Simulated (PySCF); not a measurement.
**A small calculation by hand: dipole moment from atomic charges**

In(Br)(Me)(OH) (CH4BrInO), SMILES [CH3][In]([OH])[Br]. Atoms are numbered in the order given.

```xyz
8

In    -0.5850     0.0352     0.3696
Br     1.5395    -0.1035    -0.9588
C     -0.9776    -1.1456     2.1114
H     -0.9602    -2.2084     1.8325
H     -1.9617    -0.8771     2.5181
H     -0.1935    -0.9543     2.8571
O     -1.8455     1.3767    -0.4047
H     -1.4715     1.7978    -1.1923
```
Charge 0, spin multiplicity 1.

Geometry optimised at r2SCAN-D4/def2-SVP. The structure was generated by enumeration; whether it is a known compound was not checked. The def2 effective core potentials stand for the cores of In; spin–orbit coupling is left out. Other conformers were not sampled.

Charges (e) from PBE/def2-TZVP (PySCF):

```tsv
atom	Mulliken	ESP fit
In1	0.778	0.740
Br2	-0.376	-0.332
C3	-0.585	-0.565
H4	0.155	0.147
H5	0.162	0.185
H6	0.155	0.143
O7	-0.596	-0.652
H8	0.308	0.335
```

The dipole moment of the full density is 2.20 D.

Task: What dipole moment does each set of point charges give, and which comes closer to that of the density?

Result: 
μ = Σ q r, and 1 e Å = 4.8032 D.
Mulliken: Σ q r = (-0.312, -0.163, 0.422) e Å, |μ| = 2.64 D.
ESP fit: Σ q r = (-0.213, -0.211, 0.407) e Å, |μ| = 2.43 D.
ESP fit comes closer in size. Point charges leave out the atoms' own dipoles (lone pairs, polarised bonds); fits to the potential absorb them, partitions of the density don't.
